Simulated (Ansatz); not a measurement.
This triplet is an excited state, 1.46 eV above the relaxed singlet at the level frozen-core CCSD(T)/cc-pVTZ // B3LYP-D3(BJ)/def2-TZVP (Ansatz, an electronic-structure program).

A geometry relaxed with B3LYP-D3(BJ)/def2-TZVP in Ansatz, charge 0, multiplicity 3:

```xyz
6

H     -0.9782     0.9349    -0.2197
Ge     0.5582    -1.0420     0.2506
O     -2.3588    -0.5427     0.1499
O      1.5352     0.4458    -0.1177
C     -1.2446    -0.1092     0.0360
H      2.4881     0.3132    -0.0991
```

Q: Write the SMILES of this molecule.

A: `O=[CH][Ge][OH]`
